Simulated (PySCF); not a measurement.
## Unknown compound

The spectra below were simulated for a compound C5H11ClO3Si.

1H NMR (300 MHz, computed): δ 5.49 (d, 1H), 3.54 (s, 3H), 3.10 (m, 1H), 2.17 (s, 3H), 1.51 (d, 3H).

13C{1H} NMR (computed): δ 176.0 (C), 77.4 (CH), 59.8 (CH3), 24.6 (CH3), 14.7 (CH3).

PySCF calculation with shieldings: GIAO PBE0/pcSseg-1 and structure optimised with GFN2-xTB; averaged over atoms made equivalent by symmetry, fast rotation or ring inversion, non-relativistic Hamiltonian, no solvent, single conformer.

δ = σ(ref) − σ, references computed at the same level: 1H (σref 31.72), 13C (σref 186.93) against TMS.

What is the structure?

Answers


Rings plus π bonds: 1 (no ring in the answer). 5 carbon signals for 5 carbons: no two carbons are equivalent. Carbon types of the structure: 1 × C, 1 × CH, 3 × CH3, leaving 1 H on heteroatoms. δC 176.0: carbonyl carbon. δC 77.4: sp3 CH bonded to O and Si; pulled downfield by the heteroatom. δC 24.6: methyl carbon α to a carbonyl; α to the electron-withdrawing carbonyl group. δC 14.7: methyl carbon; saturated and bonded to C and H only. δH 3.54: hydrogen on a methyl carbon bonded to O; its carbon carries O, an electronegative neighbour. δH 3.10: hydrogen on an sp3 CH bonded to O and Si; its carbon carries O, hence the downfield position. δH 2.17: hydrogen on a methyl carbon α to a carbonyl; α to C=O.

These data were computed for `CO[C@@H](C)[Si@H](Cl)OC(C)=O`.

The shifts were computed for this structure.

Shifts are as computed. Against solution values, carbons near 30 ppm lie about +3 ppm off and those near 130 ppm about +5 ppm. Of 1211 compounds with measured shifts, 218 miss one by over three times the rms of a fit or turn the order of signals round; such compounds aren't used in these exercises. Multiplicities follow the n + 1 count of equivalent neighbours, as no J values were calculated; m marks all less simple cases, F and P coupling included.
